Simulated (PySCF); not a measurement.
PySCF input for Au₂, SMILES [Au][Au], multiplicity 1, PBE-D3(BJ)/def2-TZVPD. Geometry: PBE-D3(BJ)/def2-TZVPD. The multiplicity is an assumed one; other spin states were not compared. The def2 effective core potentials stand for the cores of Au; spin–orbit coupling is left out.

```python
import numpy as np
from pyscf import gto, scf, dft, df
from pyscf.hessian import thermo

mol = gto.M(
    atom='''
    Au    0.00000000    0.00000000   -1.26567693
    Au    0.00000000    0.00000000    1.26567693
    ''',
    basis='def2-TZVPD',
    ecp={'Au': 'def2-tzvp'},
    charge=0,
    spin=0,
    max_memory=1600,
    verbose=3,
)
mf = dft.RKS(mol, xc='pbe').density_fit(auxbasis='def2-universal-jkfit')
mf.disp = 'd3bj'
mf.grids.level = 3
mf.conv_tol = 1e-11
mf.max_cycle = 100
mf.kernel()

# [left out here: the lines that compute and print the analytic Hessian (its translational invariance restored by hand, since the grid's response is missing), thermochemistry and intensities]
```

It prints:

```
converged SCF energy = -271.576423447467

WARN: DFTD3 does not support analytical Hessian, using finite difference


WARN: Mole.unit (angstrom) is changed to Bohr

Mode                                 0
Irrep
Freq [cm^-1]                      171.2661
Reduced mass [au]                 196.9666
Force const [Dyne/A]                3.4040
Char temp [K]                     246.4138
Normal mode                   x     y     z
       0  Au                 0.00  0.00 -0.05
       1  Au                 0.00  0.00  0.05
temperature 298.1500 [K]
pressure 101325.00 [Pa]
Rotational constants [GHz] inf 0.80085 0.80085
Symmetry number 2
Zero-point energy (ZPE) 0.00039 [Eh]   1024.399 [J/mol]
                           tot       elec      trans        rot        vib
Entropy [J/mol/K]       270.430      0.000    183.279     77.019     10.132
Cv [J/mol/K]             28.643      0.000     12.472      8.314      7.857
Cp [J/mol/K]             36.958      0.000     20.786      8.314      7.857
Internal energy [J/mol]                      3718.434   2478.956   2618.482
Internal energy [Eh]   -271.57307  -271.57642
Enthalpy [J/mol]                             6197.391   2478.956   2618.482
Enthalpy [Eh]          -271.57212
Gibbs free energy [J/mol]                  -48447.213 -20484.230   -402.295
Gibbs free energy [Eh] -271.60283
static polarisability / bohr^3: [[ 54.401   0.      0.   ]
 [  0.     54.401   0.   ]
 [ -0.     -0.    106.752]]
largest difference of analytic and finite-field dipole derivatives / e: 7.021597193956897e-07
mode   freq/cm-1   IR/(km/mol)   Raman/(A^4/amu)   depolarisation
   1      171.27         0.000            12.131            0.252
max |gradient| / (hartree/bohr): 6.017923698961707e-06
APT charges: [-0. -0.]
```

The calculation finished and met its thresholds.
